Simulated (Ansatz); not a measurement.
`N#C[S][GeH3]` and `N#CSC#N` differ in one atom or group.

Ansatz, PBE0-D4/def2-TZVP geometries, multiplicity 1. 

Scalar relativity is left out up to krypton.

```
                                                                                  property  `N#C[S][GeH3]`
                                                        HOMO energy (PBE0/def2-TZVPP) / eV           -7.88
                                        size of the dipole moment (ωB97M-V/def2-TZVPP) / D            4.37
                                                     HOMO–LUMO gap (B3LYP/def2-TZVPP) / eV            6.26
                                                      HOMO–LUMO gap (PBE0/def2-TZVPP) / eV            6.75
ideal-gas entropy at 298 K and 1 bar (rigid rotor, harmonic PBE0-D4/def2-TZVP) / J/(mol·K)             331
                                            size of the dipole moment (PBE/def2-TZVPP) / D            4.26
```

(1) What does the change do to each property? (Best estimate.)

Answers

(1) The calculation gave: 
```
                                                                                  property  `N#CSC#N`  shift
                                                        HOMO energy (PBE0/def2-TZVPP) / eV      -8.93  -1.05
                                        size of the dipole moment (ωB97M-V/def2-TZVPP) / D       3.10  -1.27
                                                     HOMO–LUMO gap (B3LYP/def2-TZVPP) / eV       6.50   0.24
                                                      HOMO–LUMO gap (PBE0/def2-TZVPP) / eV       6.98   0.23
ideal-gas entropy at 298 K and 1 bar (rigid rotor, harmonic PBE0-D4/def2-TZVP) / J/(mol·K)        298    -33
                                            size of the dipole moment (PBE/def2-TZVPP) / D       3.01  -1.25
```

With PBE0 the HOMO falls by 1.05 eV and the LUMO falls by 0.82 eV, so the gap widens by about 0.23 eV. PBE moves the HOMO by -1.02 eV and ωB97M-V by -1.01 eV. The zero-point energy changes by -41.3 kJ/mol with -6 modes. Dipoles are sizes alone; their direction can turn.

B3LYP here is the variant with VWN-RPA as its local correlation; programs differ in this.
